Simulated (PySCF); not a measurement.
Sb²⁺: excitation energy

Sb²⁺ [Kr] 4d10 5s2 5p1 (2P) → Sb²⁺ [Kr] 4d10 5s1 5p2 (4P), as a difference of total energies. All numbers are calculated (PySCF 2.14, the spin-free X2C one-electron Hamiltonian (Gaussian nucleus), in x2c-TZVPPall with one added diffuse shell each of s, p, d, f type (9s7p5d3f, 76 functions)). Correlated levels: valence and next inner shell: [Ar] 3d10 frozen. The calculations carry no spin-orbit coupling.

```json
{"method": "UHF", "excitation energy (eV)": "5.607"}
{"method": "MP2 (valence and next inner shell)", "excitation energy (eV)": "7.136"}
{"method": "SCS-MP2 (valence and next inner shell)", "excitation energy (eV)": "7.277"}
{"method": "CCSD (valence and next inner shell)", "excitation energy (eV)": "7.048"}
{"method": "CCSD(T) (valence and next inner shell)", "excitation energy (eV)": "7.116"}
```

Question: How much does correlation contribute at CCSD(T) (valence and next inner shell)?

Answer: 7.116 − (5.607) = 1.509 eV, measured against UHF.
